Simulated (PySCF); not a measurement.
SiBrCl₃, SMILES Br[Si](Cl)(Cl)Cl. Coordinates come from a PBE-D3(BJ)/def2-SVP optimisation.

These are PySCF 2.14.0 with PBE-D3(BJ)/def2-SVP values and carry that method's errors.

Harmonic wavenumbers (cm⁻¹): 122, 122, 177, 192, 192, 352, 544, 609, 609. Rotational constants (GHz): 1.270, 0.8547, 0.8547; symmetry number 3.

Task: Work out the zero-point energy and the ideal-gas rigid-rotor harmonic-oscillator thermochemistry at 298.15 K and 1 atm.

Result: ZPE = ½ Σ hcν = ½ × 2919 cm⁻¹ = 4.17 kcal/mol. H − E(el) = 9.05 kcal/mol. Entropy in cal/(mol K): translation 41.99, rotation 28.04, vibration 15.51, total 85.54. G − E(el) = -16.45 kcal/mol. Cp = 22.13 cal/(mol K). Modes under 150 cm⁻¹ make the vibrational entropy uncertain.
